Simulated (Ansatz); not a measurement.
`BC[SiH2][NH][AlH2]` + `C=C(N)Cl` → `BC(=C)Cl` + `NC[SiH2][NH][AlH2]`  (formal exchange of groups at a B–C bond)

Isolated molecules relaxed with PBE0-D4/def2-TZVP in Ansatz; ΔE leaves out vibrations. CCSD(T)/CBS adds triple-zeta CCSD(T) − MP2 to the extrapolated MP2 energy (def2 sets, frozen cores). DFT in def2-TZVPP. B3LYP here is the variant with VWN-RPA as its local correlation; programs differ in this. Each species was taken in one conformer, which may not be the lowest.

`BC[SiH2][NH][AlH2]`:

Z-matrix (Å, degrees):
```
C
Si 1 1.895
B 1 1.531 2 109.3
H 1 1.094 2 103.9 3 122.9
H 1 1.096 2 103.3 3 -121.8
N 2 1.726 1 111.4 3 -175.6
H 2 1.489 1 108.0 3 62.1
H 2 1.485 1 110.5 3 -57.4
H 3 1.198 1 120.7 2 90.3
H 3 1.199 1 120.9 2 -86.1
Al 6 1.783 2 129.2 1 116.7
H 6 1.013 2 114.6 1 -64.6
H 11 1.580 6 118.1 2 -1.7
H 11 1.583 6 117.3 2 178.6
```

`C=C(N)Cl`:

Cartesian coordinates in Å:
```
C 0.604 -0.870 0.597
C -0.187 0.149 0.273
N -0.193 0.864 -0.905
Cl -1.319 0.785 1.422
H 0.587 -1.295 1.587
H 1.294 -1.274 -0.134
H -1.093 1.222 -1.181
H 0.306 0.418 -1.660
```

`BC(=C)Cl`:

```xyz
8

B    -1.269    0.094   -0.288
C     0.256   -0.071   -0.377
C     1.034   -0.020    0.709
Cl    0.997   -0.332   -1.932
H    -1.964    0.048   -1.256
H    -1.738    0.272    0.797
H     2.112   -0.134    0.672
H     0.571    0.142    1.676
```

`NC[SiH2][NH][AlH2]`:

```xyz
14

N     0.079    1.571   -2.139
C    -0.403    1.239   -0.804
Si    0.789    0.025    0.002
N     0.222   -0.574    1.524
Al   -0.404   -2.189    1.938
H    -0.503    2.268   -2.585
H     0.077    0.754   -2.737
H    -1.429    0.838   -0.763
H    -0.407    2.151   -0.195
H     0.935   -1.151   -0.902
H     2.112    0.691    0.153
H     0.274    0.094    2.283
H    -0.510   -3.265    0.785
H    -0.831   -2.451    3.440
```

```csv
level,ΔE (kJ/mol)
PBE-D4,57.7
PBE0-D4,57.3
B3LYP-D4,49.4
PBE0,57.0
SCS-MP2/def2-TZVPP,46.3
CCSD/def2-TZVPP,45.2
SCS-MP2/def2-QZVPP,46.3
HF/CBS(def2),38.2
```

What does CCSD(T)/CBS give? (Estimate.)

Ansatz gave: +46.4 kJ/mol. The listed levels differ from it by 11.3, 10.9, 3.0, 10.6, -0.1, -1.2, -0.1, -8.2 kJ/mol.

Largest T1 diagnostic among the species: 0.012.

In def2-TZVPP, CCSD(T) changes the Hartree–Fock value by +8.0 kJ/mol (the triples alone add +1.0 kJ/mol) and MP2 by +14.7 kJ/mol.
